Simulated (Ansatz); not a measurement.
**Tl2H6 in a box, plane waves**

Ansatz 0.2.0, DFT PBE, spin-orbit coupling, plane waves, PAW, molecule in a box. The geometry was relaxed with Gaussian bases (B3LYP; Tl def2-SVP with ECP60, H def2-SVP).

```yaml
crystal:
  lattice:
    - [11.59, 0.0, 0.0]
    - [0.0, 12.27, 0.0]
    - [0.0, 0.0, 13.18]
  atoms:
    - { symbol: Tl, position: [0.49989905, 0.50019152, 0.6198308] }
    - { symbol: Tl, position: [0.49989905, 0.50019152, 0.38006904] }
    - { symbol: H, position: [0.61153149, 0.50019152, 0.49994992] }
    - { symbol: H, position: [0.38826575, 0.50019152, 0.49994992] }
    - { symbol: H, position: [0.49989905, 0.63363488, 0.6584742] }
    - { symbol: H, position: [0.49989905, 0.36674817, 0.6584742] }
    - { symbol: H, position: [0.49989905, 0.63363488, 0.3414264] }
    - { symbol: H, position: [0.49989905, 0.36674817, 0.3414264] }
basis:
  ecutwfc: 420
  ecutrho_ratio: 4
kpoints:
  mp_grid: { grid: [1, 1, 1] }
hamiltonian:
  xc: pbe
scf:
  occupations: { method: gaussian, width: 0.01 }
output:
  forces: true
  eigenvalues: true
  populations: true
  write_density: true
  write_potential: true
  elf: true
  volumetric_format: npy
magnetization:
  noncollinear: true
  spin_orbit: true
```

Command:
```sh
ansatz run input.yaml --threads 2 --pin off --max-ram 5120MiB --backend cpu --events-out ev --progress --plain --runs-dir out
```
It took 30 s on 2 threads of Arm Neoverse V1, with other jobs on the host, peak memory 2.1 GiB.

Q: How does the SCF go?

A: 
```
SCF iter   1: F=—  HF=-23052.699480 eV  |F-HF|=—  |Δ(HF+E_count)|=         —  Δρ=1.51e-2
preconditioner: auto → Resta (q_TF=auto, 1.384 Å⁻¹)  ε∞=1.1  [insulator: Δε(μ)=5.214 eV  Ē_g=12.647 eV  σ=0.010 eV  W_gap=1.00  n_
spin=Noncollinear: Resta preconditioning applied to the charge; magnetization (m_x, m_y, m_z) channels mix plain (no charge-respon
SCF iter   2: F=—  HF=-23051.536254 eV  |F-HF|=—  |Δ(HF+E_count)|=    1.16e0  Δρ=8.53e-3
SCF iter   3: F=—  HF=-23051.056341 eV  |F-HF|=—  |Δ(HF+E_count)|=   4.80e-1  Δρ=1.19e-3
SCF iter   4: F=—  HF=-23051.056885 eV  |F-HF|=—  |Δ(HF+E_count)|=   5.44e-4  Δρ=4.67e-4
SCF iter   5: F=—  HF=-23051.057396 eV  |F-HF|=—  |Δ(HF+E_count)|=   5.12e-4  Δρ=7.65e-5
SCF iter   6: F=—  HF=-23051.057373 eV  |F-HF|=—  |Δ(HF+E_count)|=   2.31e-5  Δρ=2.37e-5
SCF iter   7: F=—  HF=-23051.057402 eV  |F-HF|=—  |Δ(HF+E_count)|=   2.91e-5  Δρ=6.05e-6
SCF iter   8: F=-23051.057403 eV  HF=-23051.057403 eV  |F-HF|=1.21e-8  |Δ(HF+E_count)|=   1.93e-7  Δρ=1.38e-6
```

Q: Which levels lie next to the highest filled one (eV, counted from it)?

A: Filled: -4.00, -4.00, -1.23, -1.23, -0.90, -0.90, -0.10, -0.10, 0.00, 0.00. Empty: 4.66, 4.66, 4.82, 4.82, 5.54, 5.54, 6.04, 6.04.

Q: What forces are left at this geometry, relaxed with Gaussian bases (eV/Å)?

A: 
```
Tl   0.00  0.00 -0.10
Tl   0.00  0.00  0.10
H   -0.12  0.00  0.00
H    0.12  0.00  0.00
H    0.00 -0.14 -0.08
H    0.00  0.14 -0.08
H    0.00 -0.14  0.08
H    0.00  0.14  0.08
```

The highest of the empty levels listed lie near the vacuum level and may be states of the box.

The forces come from the other functional as well as from the basis.
